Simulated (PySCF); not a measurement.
**Bond curve of MnSe**

Set-up: PySCF, spin-free X2C with a Gaussian nucleus, basis sets Mn x2c-TZVPPall, Se x2c-TZVPPall. Energies in eV from Mn (3d5 4s2) + Se in their ground configurations at the same level. State: ⁶Σ⁺ (sextet), unpaired electrons σ ↑, π ↑↑, δ ↑↑.

All columns are PBE0. A positive dipole means Mn(−)Se(+).

| R (Å) | E (eV) | μ (D) | Mulliken charge on Mn (basis-dependent) | HOMO (eV) | LUMO (eV) | Mayer bond order | ⟨S²⟩ |
| --- | --- | --- | --- | --- | --- | --- | --- |
| 1.887 | -1.610 | -4.61 | 0.55 | -5.99 | -2.62 | 2.31 | 8.83 |
| 1.975 | -2.266 | -5.03 | 0.53 | -5.96 | -2.86 | 2.25 | 8.84 |
| 2.062 | -2.620 | -5.40 | 0.50 | -5.92 | -3.08 | 2.18 | 8.85 |
| 2.128 | -2.742 | -5.65 | 0.49 | -5.87 | -3.22 | 2.12 | 8.87 |
| 2.194 | -2.773 | -5.86 | 0.49 | -5.82 | -3.35 | 2.06 | 8.88 |
| 2.260 | -2.736 | -6.04 | 0.49 | -5.78 | -3.46 | 2.00 | 8.90 |
| 2.348 | -2.609 | -6.24 | 0.49 | -5.72 | -3.58 | 1.91 | 8.94 |
| 2.457 | -2.373 | -6.41 | 0.50 | -5.65 | -3.70 | 1.78 | 8.99 |
| 2.589 | -2.032 | -6.57 | 0.50 | -5.57 | -3.78 | 1.60 | 9.06 |
| 2.764 | -1.554 | -6.79 | 0.50 | -5.48 | -3.80 | 1.37 | 9.17 |

A fit through these points gives, at Re = 2.188 Å, μ = -5.84 D and dμ/dR = -3.04 D/Å; the reduced mass is 32.56 u.

**Question.** How strong is the fundamental in the double-harmonic approximation, I = 42.26·(dμ/dR)²/μred km/mol?

**Answer.** I = 42.26·(-3.04)²/32.56 = 12.0 km/mol at PBE0.

The metal atom is held in its measured ground configuration; semilocal functionals can put another filling of s and d lower by some tenths of an eV, and De to that atom would be smaller. ⟨S²⟩ of the unrestricted solution departs from its pure value on part of the curve, where spin states mix. Spin–orbit coupling is left out. With d or f electrons several states lie close, and the lowest PBE0 determinant need not be the measured ground state.
